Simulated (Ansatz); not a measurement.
**Molecular dynamics of ClH₇HfO₃Si₂**

The input (input.yaml):

```yaml
crystal:
  periodic: [false, false, false]
  atoms:
    - { symbol: Hf, position_ang: [-0.383387, -0.294989, 0.211139] }
    - { symbol: O, position_ang: [-0.764479, 0.127362, 2.076297] }
    - { symbol: Si, position_ang: [-1.056166, 0.484021, 3.658375] }
    - { symbol: H, position_ang: [-2.410429, 0.022007, 4.037087] }
    - { symbol: H, position_ang: [-0.058032, -0.193446, 4.516994] }
    - { symbol: H, position_ang: [-0.965844, 1.945778, 3.870724] }
    - { symbol: O, position_ang: [1.514965, -0.433185, -0.046118] }
    - { symbol: H, position_ang: [2.443031, -0.509865, -0.166824] }
    - { symbol: Cl, position_ang: [-1.294984, 1.434342, -1.19794] }
    - { symbol: O, position_ang: [-1.231778, -1.994733, -0.228597] }
    - { symbol: Si, position_ang: [-1.92425, -3.439519, -0.614346] }
    - { symbol: H, position_ang: [-1.778925, -4.382127, 0.518375] }
    - { symbol: H, position_ang: [-3.363634, -3.248887, -0.898454] }
    - { symbol: H, position_ang: [-1.26459, -4.010961, -1.810312] }
basis:
  gaussian: { orbitals: def2-SVP }
hamiltonian:
  xc: hf
md:
  timestep: 2.0
  n_steps: 40
  ensemble: nve
  temperature: 1000.0
  initial_velocities: maxwell_boltzmann
  seed: 364067
```

Command:

```bash
$ ansatz run input.yaml --threads 4 --pin off --max-ram 5120MiB --backend cpu --events-out ev --progress --plain --runs-dir out
```

It starts from a relaxed structure.

Output, in part (step lines, the closing report, with atoms numbered from 0):

```
md step     0: t =     0.00 fs  T =  1000.0 K  F+E_penalty+E_count = -35739.11024542 eV  E_kin = 1.551120 eV  conserved = -35737.55912543 eV  (41 SCF iters)
md step     1: t =     2.00 fs  T =   864.3 K  F+E_penalty+E_count = -35738.85407039 eV  E_kin = 1.340640 eV  conserved = -35737.51342997 eV  (37 SCF iters)
md step     2: t =     4.00 fs  T =   694.3 K  F+E_penalty+E_count = -35738.57525103 eV  E_kin = 1.076889 eV  conserved = -35737.49836227 eV  (38 SCF iters)
md step     3: t =     6.00 fs  T =   672.8 K  F+E_penalty+E_count = -35738.55582550 eV  E_kin = 1.043583 eV  conserved = -35737.51224256 eV  (38 SCF iters)
md step     4: t =     8.00 fs  T =   659.4 K  F+E_penalty+E_count = -35738.55802864 eV  E_kin = 1.022863 eV  conserved = -35737.53516551 eV  (38 SCF iters)
md step     5: t =    10.00 fs  T =   550.1 K  F+E_penalty+E_count = -35738.34427113 eV  E_kin = 0.853252 eV  conserved = -35737.49101936 eV  (38 SCF iters)
md step     6: t =    12.00 fs  T =   631.4 K  F+E_penalty+E_count = -35738.48669722 eV  E_kin = 0.979444 eV  conserved = -35737.50725323 eV  (38 SCF iters)
md step     7: t =    14.00 fs  T =   766.6 K  F+E_penalty+E_count = -35738.74058102 eV  E_kin = 1.189129 eV  conserved = -35737.55145160 eV  (37 SCF iters)
md step     8: t =    16.00 fs  T =   660.5 K  F+E_penalty+E_count = -35738.53616043 eV  E_kin = 1.024453 eV  conserved = -35737.51170793 eV  (38 SCF iters)
md step     9: t =    18.00 fs  T =   543.3 K  F+E_penalty+E_count = -35738.34219531 eV  E_kin = 0.842743 eV  conserved = -35737.49945260 eV  (39 SCF iters)
md step    10: t =    20.00 fs  T =   548.6 K  F+E_penalty+E_count = -35738.37076499 eV  E_kin = 0.850905 eV  conserved = -35737.51986044 eV  (38 SCF iters)
md step    11: t =    22.00 fs  T =   523.6 K  F+E_penalty+E_count = -35738.34952075 eV  E_kin = 0.812137 eV  conserved = -35737.53738371 eV  (39 SCF iters)
md step    12: t =    24.00 fs  T =   365.4 K  F+E_penalty+E_count = -35738.06375193 eV  E_kin = 0.566797 eV  conserved = -35737.49695480 eV  (37 SCF iters)
md step    13: t =    26.00 fs  T =   386.6 K  F+E_penalty+E_count = -35738.09678244 eV  E_kin = 0.599670 eV  conserved = -35737.49711240 eV  (38 SCF iters)
md step    14: t =    28.00 fs  T =   546.7 K  F+E_penalty+E_count = -35738.39295654 eV  E_kin = 0.848025 eV  conserved = -35737.54493134 eV  (38 SCF iters)
md step    15: t =    30.00 fs  T =   517.3 K  F+E_penalty+E_count = -35738.31636810 eV  E_kin = 0.802387 eV  conserved = -35737.51398145 eV  (38 SCF iters)
md step    16: t =    32.00 fs  T =   468.7 K  F+E_penalty+E_count = -35738.22272799 eV  E_kin = 0.727036 eV  conserved = -35737.49569196 eV  (38 SCF iters)
md step    17: t =    34.00 fs  T =   539.6 K  F+E_penalty+E_count = -35738.35674667 eV  E_kin = 0.836969 eV  conserved = -35737.51977817 eV  (38 SCF iters)
md step    18: t =    36.00 fs  T =   575.4 K  F+E_penalty+E_count = -35738.43333491 eV  E_kin = 0.892503 eV  conserved = -35737.54083193 eV  (37 SCF iters)
md step    19: t =    38.00 fs  T =   448.1 K  F+E_penalty+E_count = -35738.19720556 eV  E_kin = 0.695095 eV  conserved = -35737.50211052 eV  (37 SCF iters)
md step    20: t =    40.00 fs  T =   468.6 K  F+E_penalty+E_count = -35738.22605105 eV  E_kin = 0.726887 eV  conserved = -35737.49916416 eV  (38 SCF iters)
md step    21: t =    42.00 fs  T =   630.2 K  F+E_penalty+E_count = -35738.52362730 eV  E_kin = 0.977591 eV  conserved = -35737.54603613 eV  (42 SCF iters)
md step    22: t =    44.00 fs  T =   605.9 K  F+E_penalty+E_count = -35738.45627326 eV  E_kin = 0.939761 eV  conserved = -35737.51651251 eV  (37 SCF iters)
md step    23: t =    46.00 fs  T =   564.9 K  F+E_penalty+E_count = -35738.37232701 eV  E_kin = 0.876242 eV  conserved = -35737.49608515 eV  (38 SCF iters)
md step    24: t =    48.00 fs  T =   644.4 K  F+E_penalty+E_count = -35738.51747908 eV  E_kin = 0.999476 eV  conserved = -35737.51800289 eV  (38 SCF iters)
md step    25: t =    50.00 fs  T =   686.1 K  F+E_penalty+E_count = -35738.60924178 eV  E_kin = 1.064269 eV  conserved = -35737.54497289 eV  (37 SCF iters)
md step    26: t =    52.00 fs  T =   520.2 K  F+E_penalty+E_count = -35738.31569557 eV  E_kin = 0.806912 eV  conserved = -35737.50878386 eV  (37 SCF iters)
md step    27: t =    54.00 fs  T =   418.7 K  F+E_penalty+E_count = -35738.14451636 eV  E_kin = 0.649492 eV  conserved = -35737.49502457 eV  (37 SCF iters)
md step    28: t =    56.00 fs  T =   483.7 K  F+E_penalty+E_count = -35738.28648836 eV  E_kin = 0.750294 eV  conserved = -35737.53619459 eV  (37 SCF iters)
md step    29: t =    58.00 fs  T =   446.1 K  F+E_penalty+E_count = -35738.20530574 eV  E_kin = 0.691903 eV  conserved = -35737.51340308 eV  (37 SCF iters)
md step    30: t =    60.00 fs  T =   424.0 K  F+E_penalty+E_count = -35738.15523156 eV  E_kin = 0.657684 eV  conserved = -35737.49754747 eV  (37 SCF iters)
md step    31: t =    62.00 fs  T =   545.9 K  F+E_penalty+E_count = -35738.36015975 eV  E_kin = 0.846724 eV  conserved = -35737.51343558 eV  (37 SCF iters)
md step    32: t =    64.00 fs  T =   653.5 K  F+E_penalty+E_count = -35738.56014884 eV  E_kin = 1.013665 eV  conserved = -35737.54648431 eV  (36 SCF iters)
md step    33: t =    66.00 fs  T =   551.6 K  F+E_penalty+E_count = -35738.36749718 eV  E_kin = 0.855652 eV  conserved = -35737.51184487 eV  (37 SCF iters)
md step    34: t =    68.00 fs  T =   481.5 K  F+E_penalty+E_count = -35738.24199815 eV  E_kin = 0.746813 eV  conserved = -35737.49518492 eV  (38 SCF iters)
md step    35: t =    70.00 fs  T =   552.6 K  F+E_penalty+E_count = -35738.39546568 eV  E_kin = 0.857095 eV  conserved = -35737.53837093 eV  (37 SCF iters)
md step    36: t =    72.00 fs  T =   512.7 K  F+E_penalty+E_count = -35738.30225083 eV  E_kin = 0.795297 eV  conserved = -35737.50695360 eV  (38 SCF iters)
md step    37: t =    74.00 fs  T =   506.4 K  F+E_penalty+E_count = -35738.28402962 eV  E_kin = 0.785536 eV  conserved = -35737.49849349 eV  (38 SCF iters)
md step    38: t =    76.00 fs  T =   661.3 K  F+E_penalty+E_count = -35738.53663043 eV  E_kin = 1.025737 eV  conserved = -35737.51089329 eV  (39 SCF iters)
md step    39: t =    78.00 fs  T =   829.3 K  F+E_penalty+E_count = -35738.82820071 eV  E_kin = 1.286337 eV  conserved = -35737.54186375 eV  (37 SCF iters)
md step    40: t =    80.00 fs  T =   823.2 K  F+E_penalty+E_count = -35738.79460960 eV  E_kin = 1.276923 eV  conserved = -35737.51768610 eV  (42 SCF iters)
Total energy: -35738.79460960 eV, -1313.3764772776 hartree
Atom 0 at    -0.501798    -0.290636     0.201586 Å, force     0.830362     0.214208     0.415923 eV/Å
Atom 1 at    -0.951418    -0.000181     2.098660 Å, force    -0.168780     0.073934    -0.988081 eV/Å
Atom 2 at    -0.835745     0.486066     3.656323 Å, force    -1.226335    -1.819396     0.098210 eV/Å
Atom 3 at    -1.947410    -0.113519     4.476361 Å, force     0.285953     0.239384    -0.262612 eV/Å
Atom 4 at     0.407259     0.016727     4.156001 Å, force     1.222984    -0.465416     0.644340 eV/Å
Atom 5 at    -0.851275     1.876945     3.766635 Å, force    -0.164771     2.021352     0.089174 eV/Å
Atom 6 at     1.410558    -0.518785     0.156647 Å, force    -1.142333     0.027759     0.006242 eV/Å
Atom 7 at     2.332824    -0.480645     0.236090 Å, force     0.860893    -0.021833     0.027209 eV/Å
Atom 8 at    -0.964270     1.554545    -1.254622 Å, force    -0.204293     0.199574    -0.038128 eV/Å
Atom 9 at    -1.289721    -1.924924    -0.473273 Å, force    -0.149774    -0.385930     0.206824 eV/Å
Atom 10 at    -1.678000    -3.525951    -0.506208 Å, force    -1.301766     0.266285     0.017068 eV/Å
Atom 11 at    -0.709584    -4.271316    -1.254838 Å, force     0.685942    -0.450268    -0.589391 eV/Å
Atom 12 at    -1.711176    -4.088240     0.858736 Å, force    -0.023051     0.069029     0.148141 eV/Å
Atom 13 at    -3.041283    -3.689389    -1.131946 Å, force     0.494970     0.031319     0.225080 eV/Å
Dipole moment:     0.309473    -0.248641     0.298526 e Å
```

All steps were run. The conserved energy stayed within 4.9 meV per atom of its start (net change 3 meV per atom), so there is no drift, though single steps change it by up to 48 meV in the whole system, a sign of fast motions only just resolved. The temperature averaged 0.57 of the 1000 K drawn at the start: a run that starts near a minimum puts about half its kinetic energy into the potential. A step of 2 fs is long for free X–H stretches (periods near 10 fs) and can bias their spread and the temperature. A run of 0.08 ps of so small a system gives no equilibrium averages.

The same pairs are bonded in the first frame and the last. Pairs count as bonded within 1.25 times the sum of covalent radii (0.12 Å more for H–H).

Last frame:

```xyz
14
Properties=species:S:1:pos:R:3
Hf -0.502 -0.291 0.202
O -0.951 0.000 2.099
Si -0.836 0.486 3.656
H -1.947 -0.114 4.476
H 0.407 0.017 4.156
H -0.851 1.877 3.767
O 1.411 -0.519 0.157
H 2.333 -0.481 0.236
Cl -0.964 1.554 -1.255
O -1.290 -1.925 -0.473
Si -1.678 -3.526 -0.506
H -0.710 -4.271 -1.255
H -1.711 -4.088 0.859
H -3.041 -3.689 -1.132
```

Time of the run: 3.8 min on 4 threads of Intel(R) Xeon(R) Platinum 8259CL CPU @ 2.50GHz (Skylake/Cascade Lake) (shared host), peak memory 0.53 GiB.
